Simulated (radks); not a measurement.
Results of a calculation; reference values are marked as such.
Question: These are the eigenvalues of the occupied orbitals of an atom or ion with whole-number occupations (Ry). Level of theory: non-relativistic Kohn-Sham, PBEsol, spin-polarised, spherical densities, point nucleus (a radial shooting solver on a logarithmic mesh with Libxc functionals).

1s up: -961.7042
1s down: -961.6945
2s up: -123.9799
2s down: -123.9739
2p up: -111.8329
2p down: -111.8233
3s up: -17.32197
3s down: -17.30932
3p up: -13.07464
3p down: -13.06020
3d up: -5.49792
3d down: -5.47923
4s up: -1.88546
4s down: -1.75017
4p up: -0.99852
4p down: -0.86344
4d up: -0.04889

Which element is it, and in what charge state? The configuration may be excited. Open shells, if any, are filled with parallel spins first.

Answer: Z = 35, bromine, charge 0: Br in [Ar] 3d10 4s2 4p4 4d1. The list shows which subshells hold electrons but not how many an open one holds; the 1s level, -480.85 hartree, gives Z - s = 31.0 by -(Z - s)^2/2, which with screening narrows Z to a few neighbours, and the depths of the outer levels then fix element, charge and occupations together.
